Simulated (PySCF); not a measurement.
Compound: C7H6NS (doublet state).
Bonds: C1–N2 (double), N2–C3, C3–C4 (aromatic), C4–C5 (aromatic), C5–C6 (aromatic), C6–C7 (aromatic), C7–S8, C7–C9 (aromatic), C3–C9 (aromatic). Hydrogens: H10, H11 on C1; H12 on C4; H13 on C5; H14 on C6; H15 on C9.

As a line formula: `C=NC1=CC=CC([S])=C1` [radical].

Level of theory: UKS B3LYP, pcH-1 on C H N S, non-relativistic, mean-field spin-orbit, GIAO in PySCF. One conformer (not necessarily the lowest) at the GFN2-xTB geometry, without solvent, vibrations or thermal averaging. The geometry wasn't refined by DFT: couplings that depend on bond lengths, twists or pyramidal angles can differ widely from those at the functional's own minimum, by a factor of two or more for some ions and for spin on atoms past the first row. The frame is twisted about the N2–C3 bond at this geometry (dihedral C1–N2–C3–C9 = 51°); couplings at other torsion angles weren't computed.

Output of the driver script. Atoms in this output count from 0.

```
UKS, coarse grid
  cycle   1  E = -723.22040539  |g| = 2.78e-01
  cycle   2  E = -723.21594256  |g| = 3.15e-01
  cycle   3  E = -723.26422861  |g| = 8.75e-02
  cycle   4  E = -723.26698670  |g| = 4.23e-02
  cycle   5  E = -723.26778774  |g| = 1.40e-02
  cycle   6  E = -723.26790039  |g| = 7.15e-03
  cycle   7  E = -723.26794281  |g| = 3.78e-03
  cycle   8  E = -723.26795432  |g| = 1.84e-03
  cycle   9  E = -723.26795876  |g| = 7.60e-04
UKS, final grid
  cycle   1  E = -723.26794845  |g| = 1.29e-03
  cycle   2  E = -723.26794600  |g| = 2.57e-03
  cycle   3  E = -723.26794960  |g| = 2.05e-04
  cycle   4  E = -723.26794967  |g| = 1.52e-04
  cycle   5  E = -723.26794980  |g| = 1.09e-04
  cycle   6  E = -723.26794983  |g| = 4.24e-05
  cycle   7  E = -723.26794984  |g| = 3.52e-05
  cycle   8  E = -723.26794986  |g| = 2.41e-05
  cycle   9  E = -723.26794987  |g| = 1.26e-05
E = -723.26794987 Eh   <S^2> = 0.7670 (exact 0.7500)
g shifts (ppm)      1          2          3
  rmc          -205       -205       -205
  gc             -7         47         42
  oz_so          86      10727     159214
  total        -125      10569     159051
hyperfine (MHz)  atom isotope    a_iso     a_fc   dipolar eigenvalues
    0   13C      -5.55      -5.55     -2.76      1.31      1.44
    1   14N      -0.43      -0.43     -0.98     -0.00      0.98
    2   13C     -14.84     -14.84    -10.03      4.70      5.33
    3   13C      18.12      18.12    -16.78    -15.46     32.24
    4   13C     -15.59     -15.59    -11.14      4.96      6.18
    5   13C      14.37      14.37    -14.21    -13.84     28.05
    6   13C     -23.05     -23.05     -6.48      2.49      3.99
    7   33S      15.13      15.13    -69.64    -69.16    138.80
    8   13C      11.03      11.03    -11.03    -10.61     21.65
    9    1H       1.60       1.60     -1.22     -0.57      1.79
   10    1H       1.87       1.87     -0.57      0.16      0.42
   11    1H     -13.62     -13.62     -8.23     -0.46      8.69
   12    1H       4.42       4.42     -1.86     -0.46      2.32
   13    1H     -12.06     -12.06     -3.91     -2.20      6.10
   14    1H      -9.43      -9.43     -2.70     -2.15      4.85
```

Task: The SCF converged. Why should these EPR parameters still be doubted?

Result: The largest g shift is +0.159, past the limit of 0.03 at which the run flags a species of elements up to argon. The orbital-Zeeman/spin–orbit term is second order, a sum of spin–orbit matrix elements over excitation energies, so it grows and becomes less reliable as an excited state comes close; a shift this large should be checked with a method that treats spin–orbit coupling variationally or among several states. The contact and dipolar couplings don't rest on that expansion, but they belong to the state that the SCF found, and a close-lying state with the spin in another orbital would have other couplings; no stability test was run. The run left out the spin–orbit part of the hyperfine coupling.

Task: Where is the spin in this solution (atoms counted from 1)?

Result: The Mulliken spin populations are largest on S8 (+0.76), C4 (+0.21), C6 (+0.18) and C9 (+0.14). Three atoms exceed +0.15. ⟨S²⟩ = 0.7670 against the exact 0.7500, 2.3 % above the value of a pure doublet state. 

Task: Average a_iso over equivalent nuclei, turn it into first-order splittings with g = 2.0023, and give the multiplets for abundant isotopes (0.05 mT or more).

Result: 
| nuclei (from 1) | isotope | I | position | a_iso (MHz) | \|a\| (mT) | splits into |
| --- | --- | --- | --- | --- | --- | --- |
| H12 | 1H | 1/2 | 5 bonds from S8, on C4 of spin population +0.21 | -13.6 | 0.49 | 1:1 doublet |
| H14 | 1H | 1/2 | 3 bonds from S8, on C6 of spin population +0.18 | -12.1 | 0.43 | 1:1 doublet |
| H15 | 1H | 1/2 | 3 bonds from S8, on C9 of spin population +0.14 | -9.4 | 0.34 | 1:1 doublet |
| H13 | 1H | 1/2 | 4 bonds from S8 | 4.4 | 0.16 | 1:1 doublet |
| H11 | 1H | 1/2 | 6 bonds from S8 | 1.9 | 0.07 | 1:1 doublet |
| H10 | 1H | 1/2 | 6 bonds from S8 | 1.6 | 0.06 | 1:1 doublet |
